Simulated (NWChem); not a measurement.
C₃H₆OSi; SMILES [SiH2](O)C#CC

```xyz
11

C     -0.2462     3.1005    -0.0125
C     -0.0001     1.6628    -0.0061
C      0.2084     0.4628    -0.0071
Si     0.5189    -1.3334     0.0021
O     -0.8926    -2.2182    -0.0597
H      0.0943     3.5665     0.9200
H      0.2803     3.5865    -0.8428
H     -1.3157     3.3163    -0.1245
H      1.2750    -1.7332    -1.2060
H      1.3104    -1.6505     1.2234
H     -1.5418    -2.0292     0.6321
```
Atoms are numbered in this order, from 1.

Computed with NWChem. Medium grid unless said otherwise, to which SCAN and Minnesota functionals are sensitive. All runs use the structure optimised with B3LYP/6-31G* (spherical d). B3LYP is NWChem's, with the RPA form of VWN correlation.

Problem. Among these, which level gives the lowest value of “highest occupied level (eV)”?
(A) PW6B95/def2-SVP
(B) B3LYP/def2-SVP
(C) PBE/def2-SVP
(D) TPSSh/def2-SVP

Solution. A, PW6B95/def2-SVP. Values: PW6B95/def2-SVP -7.72; B3LYP/def2-SVP -7.38; TPSSh/def2-SVP -6.98; PBE/def2-SVP -6.39
